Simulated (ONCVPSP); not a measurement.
## Before and after: ONCV potential for Ce (Z = 58)

| Quantity | Value |
| --- | --- |
| Element | cerium (Ce) |
| Generator | ONCVPSP 4.0.1 |
| Type | optimised norm-conserving Vanderbilt (ONCV) |
| Functional | PBEsol |
| Relativity | fully relativistic |
| Frozen core | [Kr] 4d10 |
| Valence charge | 12 |
| Reference configuration | 4f1 5s2 5p6 5d1 6s2 |
| Partial waves | 5s+6s: rc 2.00 bohr, ncon 3, nbas 7, qcut 5.4 1/bohr, 3 projectors, debl 1 Ha; 5p: rc 2.90 bohr, ncon 4, nbas 7, qcut 4.5 1/bohr, 2 projectors, debl 2.1 Ha; 5d: rc 2.55 bohr, ncon 4, nbas 7, qcut 3.8 1/bohr, 1 projector; 4f: rc 1.75 bohr, ncon 5, nbas 9, qcut 11.6 1/bohr, 2 projectors, debl 3.8 Ha |
| Local potential | polynomial inside 1.20 bohr (lpopt 5, dvloc0 0 Ha) |
| Core correction | Teter function fitted to the true core (icmod 2), fcfact 0.35 |

Open shells are filled in proportion to 2j + 1.

Change: p: ncon 5, nbas 8.

Cutoffs: the cutoffs (Ha) at which the residual kinetic energy of the hardest occupied pseudo-wave falls to 1 and 0.1 mHa per electron; they do not see the model core or the augmentation charge, which bear on the density cutoff. Errors are all-electron minus pseudo energies relative to the spin-unpolarised reference configuration.

**Question.** What does the change do?

**Answer.** The potential gets neither clearly harder nor softer (52 Ha and 57 Ha → 52 Ha and 57 Ha); both files keep a bound ghost (s); of the 4 tests that both files solve, the error grows in 0 and shrinks in 2 by more than 15 % and 0.3 meV (median size 2.2 → 1.5 meV).

```csv
quantity,base,changed
"cutoff, loose",52 Ha,52 Ha
"cutoff, tight",57 Ha,57 Ha
loose cutoff by channel,"s 11 Ha, p 6.0 Ha, d 6.2 Ha, f 52 Ha","s 11 Ha, p 5.5 Ha, d 6.2 Ha, f 52 Ha"
bound ghosts,s,s
GHOST(+) flags under 300 eV,"p3/2 at 49.7 eV, p1/2 at 58.3 eV, p1/2 at 62.9 eV","p3/2 at 55.4 eV, p1/2 at 66.8 eV"
"error for 4f1 5s2 5p6 5d1 6s1, meV [ΔE 6.10 eV]",0.0,0.0
"error for 4f1 5s2 5p6 5d1 6s0, meV [ΔE 17.14 eV]",0.0,-0.2
"error for 4f1 5s2 5p6 5d0 6s0, meV [ΔE 36.27 eV]",+4.4,+2.7
"error for 4f1 5s2 5p6 5d1 6s0 6p2, meV [ΔE 5.03 eV]",+9.9,+5.7
s: phases at 2.03 bohr within 0.05 rad from the reference energy up to (Ha; the scan ends near 5),to the end of the scan,to the end of the scan
p3/2: phases at 2.95 bohr within 0.05 rad from the reference energy up to (Ha; the scan ends near 5),1.8,2.0
p1/2: phases at 2.95 bohr within 0.05 rad from the reference energy up to (Ha; the scan ends near 5),2.1,2.3
d5/2: phases at 2.58 bohr within 0.05 rad from the reference energy up to (Ha; the scan ends near 5),1.0,1.0
d3/2: phases at 2.58 bohr within 0.05 rad from the reference energy up to (Ha; the scan ends near 5),1.1,1.1
f7/2: phases at 1.77 bohr within 0.05 rad from the reference energy up to (Ha; the scan ends near 5),to the end of the scan,to the end of the scan
f5/2: phases at 1.77 bohr within 0.05 rad from the reference energy up to (Ha; the scan ends near 5),to the end of the scan,to the end of the scan
"rms error of d²Exc/dni dnj with the model core, mHa",4.29,4.28
```

Base: These tests converged, but a pseudo level misses the all-electron one widely, so the file describes the atom poorly there or has found another state: 4f1 5s2 5p6 5d1 6s0 6p2: empty 6s by 8.7 eV. Changed file: These tests converged, but a pseudo level misses the all-electron one widely, so the file describes the atom poorly there or has found another state: 4f1 5s2 5p6 5d1 6s0 6p2: empty 6s by 8.7 eV. A true bound ghost makes a file unfit for plane-wave use even where its test errors are small: the radial tests pick states by their node count and pass the ghost by.
